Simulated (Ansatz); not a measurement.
`C[Si](C)(C)CBCl` and `C[Si](C)(C)N` differ in one atom or group.

Ansatz, PBE0-D4/def2-TZVP geometries, multiplicity 1. Each molecule was computed in one conformer, which needn't be the lowest.

```json
{"property": "HOMO energy (PBE0/def2-TZVPP) / eV", "`C[Si](C)(C)CBCl`": "-8.06"}
{"property": "HOMO–LUMO gap (PBE0/def2-TZVPP) / eV", "`C[Si](C)(C)CBCl`": "7.09"}
{"property": "size of the dipole moment (PBE/def2-TZVPP) / D", "`C[Si](C)(C)CBCl`": "2.03"}
{"property": "LUMO energy (PBE0/def2-TZVPP) / eV", "`C[Si](C)(C)CBCl`": "-0.97"}
{"property": "HOMO energy (B3LYP/def2-TZVPP) / eV", "`C[Si](C)(C)CBCl`": "-7.84"}
{"property": "HOMO energy (PBE/def2-TZVPP) / eV", "`C[Si](C)(C)CBCl`": "-6.72"}
```

**Question.** Give the same properties after the change, and the shifts. (An estimate is asked.)

**Answer.** The calculation gave: 
```csv
property,`C[Si](C)(C)N`,shift
HOMO energy (PBE0/def2-TZVPP) / eV,-6.95,1.11
HOMO–LUMO gap (PBE0/def2-TZVPP) / eV,7.76,0.67
size of the dipole moment (PBE/def2-TZVPP) / D,0.74,-1.29
LUMO energy (PBE0/def2-TZVPP) / eV,0.81,1.78
HOMO energy (B3LYP/def2-TZVPP) / eV,-6.73,1.11
HOMO energy (PBE/def2-TZVPP) / eV,-5.54,1.18
```

With PBE0 the HOMO rises by 1.11 eV and the LUMO rises by 1.78 eV, so the gap widens by about 0.67 eV. PBE moves the HOMO by 1.18 eV and ωB97M-V by 0.98 eV. Dipoles are sizes alone; their direction can turn.

B3LYP here is the variant with VWN-RPA as its local correlation; programs differ in this.
